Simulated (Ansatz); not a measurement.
Geometry optimisation, Ansatz 0.2.0, RKS PBE/def2-SVP.

The input (input.yaml):

```yaml
crystal:
  periodic: [false, false, false]
  atoms:
    - { symbol: W, position_ang: [0.0, 0.0, 0.0] }
    - { symbol: F, position_ang: [0.0, 0.0, 2.2] }
    - { symbol: Cl, position_ang: [2.39, 0.0, 0.0] }
    - { symbol: H, position_ang: [0.0, 1.72, 0.0] }
    - { symbol: H, position_ang: [-1.72, 0.0, 0.0] }
    - { symbol: H, position_ang: [0.0, -1.72, 0.0] }
    - { symbol: F, position_ang: [0.0, 0.0, -1.85] }
    - { symbol: H, position_ang: [1.3275, 1.3829, 0.637] }
    - { symbol: H, position_ang: [0.9769, 1.0177, 1.6302] }
basis:
  gaussian: { orbitals: def2-SVP }
hamiltonian:
  xc: pbe
relax:
  f_tol: 0.15
  max_steps: 25
  restrain:
    - { distance: [0, 7], at: 2.92, k: 30.0 }
    - { distance: [8, 1], at: 2.12, k: 30.0 }
    - { distance: [0, 1], at: 1.85, k: 30.0 }
    - { distance: [8, 7], at: 0.66, k: 30.0 }
```

Command:

```bash
$ ansatz run input.yaml --threads 2 --pin off --max-ram 3072MiB --backend cpu --events-out ev --progress --plain --runs-dir out
```

Question: Where does it end, and by what steps?

Answer: The forces met the threshold. The restraints hold the end off the free minimum; the threshold counts their pulls, which the force column leaves out. Restrained pairs: W1–H8 (2.02 → 2.92 Å), F2–H9 (1.52 → 2.13 Å), W1–F2 (2.20 → 1.85 Å), H8–H9 (1.11 → 0.72 Å). After 9 steps the energy has fallen by 5.326 eV (the restraints' own energy left out); H8 moved furthest, 1.00 Å.

| step | energy less start (eV) | largest force component (eV/Å) | accepted |
| --- | --- | --- | --- |
| 0 | 0.0000 | 4.687 | yes |
| 1 | -0.0725 | 7.034 | yes |
| 2 | -1.0214 | 6.793 | yes |
| 3 | -2.0441 | 5.120 | yes |
| 4 | -3.2387 | 2.435 | yes |
| 5 | -4.2850 | 1.165 | yes |
| 6 | -4.7972 | 1.146 | yes |
| 7 | -5.1791 | 1.006 | yes |
| 8 | -5.2974 | 1.125 | yes |
| 9 | -5.3263 | 1.191 | yes |

```xyz
9
Properties=species:S:1:pos:R:3
W 0.252 -0.144 -0.020
F 0.171 -0.142 1.828
Cl 2.551 -0.635 -0.210
H -0.804 1.192 0.003
H -1.480 -0.102 -0.067
H -0.659 -1.553 -0.085
F 0.101 -0.012 -1.859
H 1.605 2.100 1.277
H 1.237 1.698 1.751
```

Time of the run: 14 s on 2 threads of Intel(R) Xeon(R) 6975P-C (Granite Rapids), with other jobs on the host, peak memory 0.16 GiB.
